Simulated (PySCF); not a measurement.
A made-up structure of Al2NH3S, closed shell:

```
7
angstrom
S -2.4042 1.3853 -0.8181
Al -0.4072 0.4907 -0.6850
N 0.3944 -0.4552 0.6227
Al 1.7545 -0.4657 -0.5579
H -1.2541 1.4968 -1.4470
H 0.2074 -0.8138 1.5501
H 3.2163 -1.0834 -0.5334
```

It is relaxed with PBE-D4/def2-SVP and then PBE0-D4/def2-TZVP (PySCF 2.14 with density fitting (its default auxiliary sets; JK sets also for MP2 and CCSD(T))). Atoms count as bonded within 1.22 times the sum of their covalent radii (H–H: 0.88 Å). The end point is not checked to be a true minimum.

(1) Does its bonding change? (A judgement: the text doesn't fix the answer.)

Answers

(1) The calculation gives: Yes. Formed: none; broken: Al2–H5.

Where it ends: The first stage lowers the energy by 1.48 eV in 17 steps. It ends as Al₂NH₃S ([SH][Al]1[NH][AlH]1):
```csv
atom,x (Å),y (Å),z (Å)
S1,-1.9155,1.7587,-1.0127
Al2,-0.1291,0.5396,-0.6658
N3,0.2437,-0.6141,0.6659
Al4,1.7819,-0.7984,-0.2482
H5,-1.4053,2.2874,-2.1388
H6,-0.1769,-0.9858,1.5073
H7,3.0913,-1.6678,-0.0279
```

Labels in which every atom is bracketed show which atoms are joined, not bond orders.

For scale, one of the runs: PBE0-D4/def2-TZVP relaxation, 160 basis functions, launched by `OMP_NUM_THREADS=2 python run.py`. Hardware: 2 CPU threads of an AMD EPYC 7B13, shared host. Wall time 56 s; peak host memory 1.5 GiB.
